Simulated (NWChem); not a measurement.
System: SiICl2F; SMILES F[Si](Cl)(Cl)I

Results from NWChem. Pople sets run with spherical d functions. All runs use the structure optimised with PBE-D3(BJ)/def2-SVP (def2 core potentials past Kr).

### Question
Order these by “dipole (D)”, lowest first: PBE/STO-3G, non-relativistic; PBE/6-311G**, non-relativistic; PBE/3-21G, non-relativistic.

### Answer
PBE/6-311G**, non-relativistic (1.09), PBE/3-21G, non-relativistic (1.21), PBE/STO-3G, non-relativistic (1.60)
